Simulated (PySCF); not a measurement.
Compound: C7H8.
SMILES: `CC#CCC#CC`

Method used: PBE0/def2-SVPD in PySCF (dipole) on a GFN2-xTB geometry, gas phase.

Masses are those of the commonest isotopes; rigid-rotor values at the optimised geometry. 

Task: What are A, B and C (MHz)?

Result: Ia = 78.07, Ib = 502.12, Ic = 570.66 u·Å²; 505379 MHz·u·Å²/I gives A = 6473, B = 1006, C = 885.6 MHz.

Task: Classify the top.

Result: A near-prolate asymmetric top: κ = (2 × 1006 − 6473 − 885.6)/(6473 − 885.6) = -0.96.

Task: Is it planar, by Δ = Ic − Ia − Ib?

Result: Not planar: Δ = Ic − Ia − Ib = -9.54 u·Å². For a rigid frame Δ = −2 Σ m c², so Σ m c² = 4.77 u·Å² lies off the ab plane, practically all of it from hydrogen. The atom farthest from that plane is 1.01 Å away.

Task: Give the coordinates in the principal-axis frame, origin at the centre of mass.

Result: The sense of each axis is arbitrary; atoms in the order of the calculation.
```tsv
atom	mass (u)	a (Å)	b (Å)	c (Å)
C1	12.000	-3.347	0.979	0.001
C2	12.000	-2.165	0.145	-0.001
C3	12.000	-1.196	-0.560	-0.003
C4	12.000	0.000	-1.389	0.002
C5	12.000	1.197	-0.562	-0.001
C6	12.000	2.165	0.144	0.001
C7	12.000	3.346	0.981	0.000
H8	1.008	-3.726	1.095	-1.014
H9	1.008	-3.108	1.964	0.403
H10	1.008	-4.124	0.526	0.618
H11	1.008	-0.001	-2.023	0.896
H12	1.008	0.002	-2.035	-0.884
H13	1.008	3.833	0.939	-0.975
H14	1.008	3.069	2.013	0.212
H15	1.008	4.048	0.640	0.761
```

Task: Where do the levels up to J = 5 lie, in MHz?

Result: Above 0(0,0):
J = 1: 1(0,1) 1892, 1(1,1) 7359, 1(1,0) 7480
J = 2: 2(0,2) 5674, 2(1,2) 11022, 2(1,1) 11385, 2(2,1) 27786, 2(2,0) 27788
J = 3: 3(0,3) 11343, 3(1,3) 16516, 3(1,2) 17241, 3(2,2) 33462, 3(2,1) 33472, 3(3,1) 61100, 3(3,0) 61100
J = 4: 4(0,4) 18891, 4(1,4) 23839, 4(1,3) 25047, 4(2,3) 41029, 4(2,2) 41059, 4(3,2) 68672, 4(3,1) 68673, 4(4,1) 107360, 4(4,0) 107360
J = 5: 5(0,5) 28312, 5(1,5) 32989, 5(1,4) 34801, 5(2,4) 50485, 5(2,3) 50554, 5(3,3) 78139, 5(3,2) 78140, 5(4,2) 116825, 5(4,1) 116825, 5(5,1) 166568, 5(5,0) 166568
Those of J = 1 are B + C, A + C and A + B.

Task: Which types of transition are allowed, and where do some lines up to J = 3 fall?

Result: The dipole components are |μa| = 0.00 D, |μb| = 0.39 D, |μc| = 0.01 D. The squared components, which scale the intensities, stand as 0.00 : 1.00 : 0.00 (a : b : c). Some of the stronger lines:

```
type  branch         J(Ka,Kc)    MHz  lower level (cm⁻¹)
   b       R  3(0,3) ← 2(1,2)    320               0.368
   b       Q  1(1,0) ← 1(0,1)   5588               0.063
   b       Q  2(1,1) ← 2(0,2)   5711               0.189
   b       Q  3(1,2) ← 3(0,3)   5899               0.378
   b       R  1(1,1) ← 0(0,0)   7359               0.000
   b       R  2(1,2) ← 1(0,1)   9130               0.063
   b       R  3(1,3) ← 2(0,2)  10842               0.189
   b       Q  3(2,1) ← 3(1,2)  16231               0.575
   b       Q  2(2,0) ← 2(1,1)  16403               0.380
   b       Q  2(2,1) ← 2(1,2)  16763               0.368
   b       Q  3(2,2) ← 3(1,3)  16946               0.551
   b       R  2(2,1) ← 1(1,0)  20306               0.250
   b       R  2(2,0) ← 1(1,1)  20429               0.245
   b       R  3(2,2) ← 2(1,1)  22077               0.380
   b       R  3(2,1) ← 2(1,2)  22450               0.368
   b       Q  3(3,0) ← 3(2,1)  27628               1.117
   b       Q  3(3,1) ← 3(2,2)  27638               1.116
   b       R  3(3,1) ← 2(2,0)  33312               0.927
   b       R  3(3,0) ← 2(2,1)  33314               0.927
```

Whether it is a minimum is left open (no frequencies). Constants of a rigid frame at the computed geometry: no zero-point averaging, no centrifugal distortion. A rigid rotor knows nothing of internal rotation, which can split or shift real lines.
